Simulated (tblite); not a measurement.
C2H, charge -1, singlet, geometry from GFN2-xTB; GFN1-xTB with ALPB(water) in tblite.

tblite was given this input:
```
$ tblite run mol.xyz --method gfn1 --charge -1 --spin 0 --alpb water --json tblite.json --no-restart

# file mol.xyz
3

C     -0.00000000    -0.00000000    -0.47996454
C      0.00000000     0.00000000     0.74605881
H     -0.00000000    -0.00000000    -1.59656562
```

It wrote (shortened):

```
xTB calculator
 | screened Coulomb repulsion
 | Coulomb electrostatics
 |  * isotropic Klopman-Ohno-Mataga-Nishimoto electrostatics
 |  * onsite third-order electrostatics
 | DFT-D3(BJ) dispersion correction
 | Interactions (3)
 | [1] alpb/gbsa reaction field model
 | [2] cds contribution to solvation
 | [3] empirical free energy shift and standard state/solvent correction

halogen bonding energy    0.0000000000000E+00 Eh
repulsion energy          1.0557535340548E-01 Eh
dispersion energy        -3.7404433306876E-04 Eh
interaction energy       -2.0666323872846E-03 Eh
number of electrons       1.0000000000000E+01 e
integral cutoff           1.9731147476801E+01 bohr

------------------------------------------------------------
  cycle        total energy    energy error   density error
------------------------------------------------------------
      1     -4.875964375139  -4.9790991E+00   8.1912186E-01
      2     -4.897284986137  -2.1320611E-02   4.4563456E-01
      3     -4.897722080751  -4.3709461E-04   1.7326218E-01
      4     -4.897724754442  -2.6736907E-06   1.1081912E-02
      5     -4.897732731394  -7.9769519E-06   3.8432445E-03
      6     -4.897733640287  -9.0889294E-07   8.0667841E-04
      7     -4.897733682769  -4.2482359E-08   7.9606514E-05
      8     -4.897733683099  -3.3006398E-10   1.2573228E-05
------------------------------------------------------------

electronic energy        -5.0008683597841E+00 Eh
total energy             -4.8977336830990E+00 Eh

Post processing:
 | Mayer-Wiberg bond orders

[Info] JSON dump of results written to 'tblite.json'
```
